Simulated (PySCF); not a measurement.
Species: C₇H₁₃FO₂.
Numbering: `[CH3:1][O:2][C@@H:3]1[CH2:4][CH2:5][C@@H:6]([CH2:7][F:8])[CH2:9][O:10]1` (hydrogens: H11, H12, H13 on C1; H14 on C3; H15, H16 on C4; H17, H18 on C5; H19 on C6; H20, H21 on C7; H22, H23 on C9)

The same species was optimised twice, with GFN2-xTB and with PBE0-D3(BJ)/def2-SVP (PySCF), and the same property calculations (PySCF, gas phase) were run on both structures.

| coordinate | GFN2-xTB | PBE0-D3(BJ)/def2-SVP | change |
| --- | --- | --- | --- |
| C3–C4 (Å) | 1.532 | 1.519 | -0.013 |
| C6–C7 (Å) | 1.527 | 1.517 | -0.010 |
| C1–O2 (Å) | 1.411 | 1.401 | -0.010 |
| O2–C3 (Å) | 1.401 | 1.393 | -0.008 |
| C6–C9 (Å) | 1.531 | 1.524 | -0.007 |
| C4–C5 (Å) | 1.527 | 1.525 | -0.002 |
| C3–O10 (Å) | 1.408 | 1.405 | -0.003 |
| C9–O10 (Å) | 1.416 | 1.413 | -0.003 |
| C5–C6 (Å) | 1.534 | 1.531 | -0.003 |
| C7–F8 (Å) | 1.375 | 1.375 | 0.000 |
| C3–O10–C9 (°) | 112.8 | 113.8 | +1.0 |
| C5–C6–C9 (°) | 108.6 | 109.1 | +0.5 |
| O2–C3–O10 (°) | 112.3 | 111.8 | -0.5 |
| C3–C4–C5 (°) | 110.7 | 111.1 | +0.4 |
| O2–C3–C4 (°) | 108.2 | 107.9 | -0.3 |
| C6–C9–O10 (°) | 112.1 | 111.8 | -0.3 |
| C7–C6–C9 (°) | 110.1 | 110.3 | +0.2 |
| C4–C3–O10 (°) | 112.0 | 111.7 | -0.3 |
| C1–O2–C3–C4 (°) | -169 | -172 | -3 |
| C5–C6–C7–F8 (°) | -61 | -55 | +6 |

Rotational constants: A = 3118, B = 776.5, C = 713.7 MHz (GFN2-xTB) against A = 3093, B = 791.2, C = 725.0 MHz (PBE0-D3(BJ)/def2-SVP). Point groups within 0.08 Å: C1 and C1.

On the GFN2-xTB structure: HOMO (eV) -7.65 [PBE0/pcSseg-1]; LUMO (eV) 1.39 [PBE0/pcSseg-1]; dipole (D) 1.88 [PBE0/pcSseg-1]; GIAO shielding of C1 (ppm) 130.0 [PBE0/pcSseg-1]; GIAO shielding of O2 (ppm) 278.5 [PBE0/pcSseg-1]; GIAO shielding of C3 (ppm) 84.9 [PBE0/pcSseg-1]; GIAO shielding of C4 (ppm) 158.7 [PBE0/pcSseg-1]; GIAO shielding of C5 (ppm) 167.0 [PBE0/pcSseg-1]; GIAO shielding of C6 (ppm) 148.9 [PBE0/pcSseg-1]; GIAO shielding of C7 (ppm) 101.5 [PBE0/pcSseg-1]; GIAO shielding of F8 (ppm) 428.7 [PBE0/pcSseg-1].

Problem. What do these properties become on the PBE0-D3(BJ)/def2-SVP structure?

Solution. 
```tsv
property	level	on GFN2-xTB	on PBE0-D3(BJ)/def2-SVP	change
HOMO (eV)	PBE0/pcSseg-1	-7.65	-7.68	-0.03
LUMO (eV)	PBE0/pcSseg-1	1.39	1.36	-0.03
dipole (D)	PBE0/pcSseg-1	1.88	1.82	-0.06
energy, GFN2-xTB geometry as zero (kcal/mol)	PBE0/pcSseg-1	0.0	-0.4	-0.4
GIAO shielding of C1 (ppm)	PBE0/pcSseg-1	130.0	129.7	-0.3
GIAO shielding of O2 (ppm)	PBE0/pcSseg-1	278.5	279.3	+0.8
GIAO shielding of C3 (ppm)	PBE0/pcSseg-1	84.9	85.7	+0.8
GIAO shielding of C4 (ppm)	PBE0/pcSseg-1	158.7	158.3	-0.4
GIAO shielding of C5 (ppm)	PBE0/pcSseg-1	167.0	166.3	-0.7
GIAO shielding of C6 (ppm)	PBE0/pcSseg-1	148.9	149.3	+0.4
GIAO shielding of C7 (ppm)	PBE0/pcSseg-1	101.5	101.8	+0.3
GIAO shielding of F8 (ppm)	PBE0/pcSseg-1	428.7	427.2	-1.5
```

The heavy atoms differ by 0.036 Å rms after alignment. Among bonds between heavy atoms C3–C4 changes most (-0.013 Å). Changes are differences of the printed values. Neither structure is proved a minimum here.
